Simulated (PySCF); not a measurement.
# EPR parameters of [CH9Cl2NSi3]+

CH9Cl2NSi3 (charge +1 and doublet state).
Atom-mapped SMILES: `[SiH3:1][N+:2]([SiH3:3])[SiH2:4][CH:5]([Cl:6])[Cl:7]` (hydrogens: H8, H9, H10 on Si1; H11, H12, H13 on Si3; H14, H15 on Si4; H16 on C5)

Geometry (GFN2-xTB, Å), atoms numbered from 1 in this order:
```
atom  x, y, z in Å
Si1   -1.262    1.607    0.509
N2    -0.671    0.033   -0.111
Si3   -1.415   -1.472    0.535
Si4    0.597   -0.024   -1.268
C5     2.307   -0.128   -0.194
Cl6    2.485    1.323    0.749
Cl7    2.309   -1.570    0.779
H8    -1.417    2.451   -0.671
H9    -0.173    2.059    1.384
H10   -2.498    1.317    1.223
H11   -1.551   -1.240    1.969
H12   -0.493   -2.552    0.190
H13   -2.684   -1.561   -0.185
H14    0.600   -1.278   -2.005
H15    0.743    1.226   -1.995
H16    3.115   -0.181   -0.921
```

The hyperfine couplings belong to this conformer and change with its torsions.

Level of theory: UKS B3LYP, pcH-1 on C Cl H N Si, non-relativistic, mean-field spin-orbit, GIAO (PySCF). Geometry: GFN2-xTB, one conformer, isolated ion. GFN2-xTB frequencies show an imaginary mode (45i cm⁻¹), so this geometry is no minimum at that level. The geometry wasn't refined by DFT: couplings that depend on bond lengths, twists or pyramidal angles can differ widely from those at the functional's own minimum, by a factor of two or more for some ions and for spin on atoms past the first row. No stability test was run, so a lower SCF solution isn't excluded.

- g1, g2, g3: 2.00224, 2.01960, 2.02725
- g_iso: 2.01636
- Form of g: rhombic: the two nearest values differ by 31 % of g3 − g1
- ⟨S²⟩: 0.7560 (exact 0.7500)
- α and β electrons: 49, 48
- HOMO–LUMO gap, α and β orbitals: 7.23, 1.94 eV
- Basis functions: 315

Isotropic coupling and dipolar principal values T1 to T3, in mT; ρ(0) is the spin density at the nucleus (MHz turned into mT with g_iso):

| atom | isotope | a_iso | of which spin–orbit | T1 | T2 | T3 | Mulliken spin population | ρ(0) (bohr⁻³) |
| --- | --- | --- | --- | --- | --- | --- | --- | --- |
| Si1 | 29Si | 0.94 | 0.00 | -0.12 | 0.05 | 0.06 | -0.02 | -0.0298 |
| N2 | 14N | 0.56 | 0.00 | -0.70 | -0.70 | 1.40 | 0.44 | 0.0484 |
| Si3 | 29Si | 0.92 | 0.00 | -0.08 | 0.03 | 0.05 | -0.02 | -0.0292 |
| Si4 | 29Si | 1.52 | 0.00 | -0.19 | 0.09 | 0.10 | -0.02 | -0.0482 |
| C5 | 13C | 2.76 | 0.03 | -0.80 | -0.78 | 1.58 | 0.18 | 0.0685 |
| Cl6 | 35Cl | 0.23 | 0.07 | -0.89 | -0.80 | 1.69 | 0.12 | 0.0103 |
| Cl7 | 35Cl | 0.12 | 0.06 | -0.70 | -0.60 | 1.30 | 0.10 | 0.0039 |
| H8 | 1H | 1.32 | 0.00 | -0.06 | -0.04 | 0.10 | 0.02 | 0.0083 |
| H9 | 1H | 4.37 | 0.00 | -0.12 | 0.02 | 0.10 | 0.05 | 0.0276 |
| H10 | 1H | 0.64 | 0.00 | -0.07 | -0.04 | 0.11 | 0.01 | 0.0041 |
| H11 | 1H | 1.05 | 0.00 | -0.07 | -0.04 | 0.11 | 0.01 | 0.0067 |
| H12 | 1H | 0.78 | 0.00 | -0.08 | -0.02 | 0.10 | 0.01 | 0.0049 |
| H13 | 1H | 3.82 | 0.00 | -0.08 | -0.03 | 0.11 | 0.06 | 0.0241 |
| H14 | 1H | 1.96 | 0.00 | -0.07 | -0.04 | 0.11 | 0.03 | 0.0124 |
| H15 | 1H | 1.05 | 0.00 | -0.07 | -0.04 | 0.10 | 0.02 | 0.0066 |
| H16 | 1H | 2.77 | 0.00 | -0.32 | -0.18 | 0.50 | 0.03 | 0.0174 |

Largest spin populations (Mulliken): N2 (+0.44), C5 (+0.18), Cl6 (+0.12) and Cl7 (+0.10).

The SMILES `[SiH3][N+]([SiH3])[SiH2]C(Cl)Cl` draws the unpaired electron on N2, whose computed spin population is only +0.44.

Axes: g1 points within 11° of the Si4–C5 bond.

Under fast tumbling the dipolar parts average out, and these isotropic splittings remain: 1 × 1H (H16, I = 1/2, 2 lines) with 2.77 mT, 3 × 1H (H8/H9/H10, I = 1/2, 4 lines) with 2.11 mT, 3 × 1H (H11/H12/H13, I = 1/2, 4 lines) with 1.89 mT, 2 × 1H (H14/H15, I = 1/2, 3 lines) with 1.50 mT, 1 × 14N (N2, I = 1, 3 lines) with 0.56 mT and 2 × 35Cl (Cl6/Cl7, I = 3/2, 7 lines) with 0.17 mT.

Nuclei that the bonding pattern makes equivalent are averaged, as if the motion that swaps them (rotation, inversion, ring flip) were fast. Si1 and Si3, with what hangs on them, aren't averaged: N2 is flat or nearly so (angle sum 360°), and its turn about the short N2–Si4 bond (1.72 Å) is taken as slow. The three 1H nuclei of mean +59.6 MHz run from 18.1 to 123.4 MHz in the frozen geometry. The three 1H nuclei of mean +53.3 MHz run from 22.1 to 107.9 MHz in the frozen geometry. The 1H value of +42.4 MHz is a mean of couplings from 29.5 to 55.3 MHz in this one geometry, not an average over conformers.

Main isotope only: 35Cl (natural samples also hold 24 % 37Cl, magnetic too, which adds its own pattern).

The 29Si coupling of Si4 (42.8 MHz) shows only in satellite lines or after enrichment, since that isotope makes up about 4.7 % of natural silicon.

The 13C coupling of C5 (77.8 MHz) shows only in satellite lines or after enrichment, since that isotope makes up about 1.07 % of natural carbon.

Examples of negative spin density at the nucleus (bohr⁻³): Si4 (-0.0482), Si1 (-0.0298) and Si3 (-0.0292).
